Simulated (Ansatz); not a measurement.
`C[CH2][SbH][SiH3]` + `[SiH3]S` → `[SiH3][S][SbH][SiH3]` + `CC`  (ligand exchange at the Sb–C bond)

Computed with Ansatz on PBE0-D4/def2-TZVP structures; ΔE is electronic, products minus reactants. CCSD(T)/CBS adds triple-zeta CCSD(T) − MP2 to the extrapolated MP2 energy (def2 sets, frozen cores). This one scheme is used for every species. Functionals use def2-TZVPP. B3LYP here is the variant with VWN-RPA as its local correlation; programs differ in this. HSE06 is defined as in plane-wave codes. def2 core potentials past Kr. For Sb outer-core shells are correlated without core-valence functions, which leaves a few kJ/mol of doubt a bond. One conformer a species, not always the lowest.

```csv
level,ΔE (kJ/mol),difference from CCSD(T)/CBS
LDA (SPW92),-79.3,2.9
PBE-D4,-86.3,-4.1
revPBE-D4,-85.1,-2.9
BLYP-D4,-87.7,-5.5
r2SCAN-D4,-85.7,-3.5
B97M-V,-89.1,-6.9
PBE0-D4,-86.9,-4.7
r2SCANh-D4,-86.1,-3.9
r2SCAN0-D4,-86.4,-4.2
HSE06-D4,-87.3,-5.1
BHLYP-D4,-92.0,-9.8
CAM-B3LYP-D4,-83.3,-1.1
ωB97X-V,-81.4,0.8
ωB97M-V,-82.3,-0.1
B2PLYP,-83.3,-1.1
PBE-QIDH,-83.6,-1.4
PBE,-84.3,-2.1
revPBE,-84.8,-2.6
BLYP,-84.3,-2.1
r2SCAN,-85.4,-3.2
PBE0,-85.0,-2.8
B3LYP,-84.9,-2.7
r2SCANh,-85.6,-3.4
r2SCAN0,-85.9,-3.7
HSE06,-85.3,-3.1
BHLYP,-85.8,-3.6
CAM-B3LYP,-81.0,1.2
HF/def2-SVP,-87.9,-5.7
CCSD/def2-SVP,-77.6,4.6
CCSD(T)/def2-SVP,-77.3,4.9
HF/def2-TZVPP,-86.9,-4.7
MP2/def2-TZVPP,-79.4,2.8
CCSD/def2-TZVPP,-74.9,7.3
CCSD(T)/def2-TZVPP,-75.2,7.0
HF/def2-QZVPP,-87.7,-5.5
MP2/def2-QZVPP,-83.7,-1.5
SCS-MP2/def2-QZVPP,-82.9,-0.7
HF/CBS(def2),-87.8,-5.6
MP2/CBS(def2),-86.4,-4.2
CCSD/CBS(def2),-81.9,0.3
CCSD(T)/CBS,-82.2,0
```

Largest T1 diagnostic among the species: 0.013.

The D4 term adds −3.6 kJ/mol with B3LYP and −1.9 kJ/mol with PBE0; it sums over pairs of atoms, weighted by their polarisabilities, and B3LYP, whose exchange is more repulsive, gets the larger term. In def2-TZVPP, CCSD(T) changes the Hartree–Fock value by +11.7 kJ/mol (the triples alone add −0.3 kJ/mol) and MP2 by +7.5 kJ/mol.
